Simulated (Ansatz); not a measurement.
PBE exchange is replaced step by step with exact exchange (0 % is PBE, 25 % PBE0; no dispersion term), basis def2-SVP, Ansatz. System: PbO4. The state is a singlet with charge 0. Geometry: PBE-D4/def2-SVP, each spin state at its own.

The relaxed quintet has other bonds than the singlet, so its gap is one between isomers.

Geometry of the singlet:

```xyz
5

Pb    1.1904   -0.9217   -0.9396
O     0.5725    1.1508   -0.6539
O    -0.3947   -1.2884    0.5137
O    -0.2416    1.0158    0.6236
O    -1.1265    0.0435    0.4562
```

In the def2 sets Pb takes a core potential; there is no spin–orbit coupling. The structure holds 3 bonds between oxygen atoms, so isomers without such links may lie far lower. The structure comes from a short search, and lower isomers may exist.

| exact exchange (%) | HOMO (eV) | LUMO (eV) | gap (eV) | quintet − singlet (kJ/mol) |
| --- | --- | --- | --- | --- |
| 10 | -6.13 | -3.21 | 2.93 | 303.1 |
| 40 | -8.07 | -2.57 | 5.50 | 265.9 |

Q: Estimate the row for 15 %.

A: 
| exact exchange (%) | HOMO (eV) | LUMO (eV) | gap (eV) | quintet − singlet (kJ/mol) |
| --- | --- | --- | --- | --- |
| 15 | -6.44 | -3.10 | 3.34 | 296.6 |
